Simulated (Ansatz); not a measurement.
Basis-set extrapolation for C3H3BOS, SMILES `BC1SC1=C=O` (PBE0-D4/def2-TZVP geometry, frozen core, Ansatz 0.2.0). Multiplicity 1, RHF reference.

```csv
,def2-TZVPP,def2-QZVPP
HF,-612.413758,-612.434017
MP2 correlation,-0.970961,-1.039663
CCSD(T) correlation,-1.045890,not run
```

Energies in hartree. Use E(X) = E(∞) + A·exp(−7.88·√X) for Hartree–Fock and E(X) = E(∞) + B·X^(−2.97) for correlation, with X = 3 and 4, and add CCSD(T) minus MP2 of the smaller set to the MP2 limit.

Question: What is the CCSD(T) energy at the basis-set limit?

Answer: HF limit: -612.434017 + (-0.020259) × 0.13774 = -612.43681. MP2 limit: -1.039663 + (-0.068702) × 0.74074 = -1.09055. Higher-order term: -1.045890 − (-0.970961) = -0.07493. Total: -613.60229 hartree, 374.5 kJ/mol below CCSD(T)/def2-TZVPP.
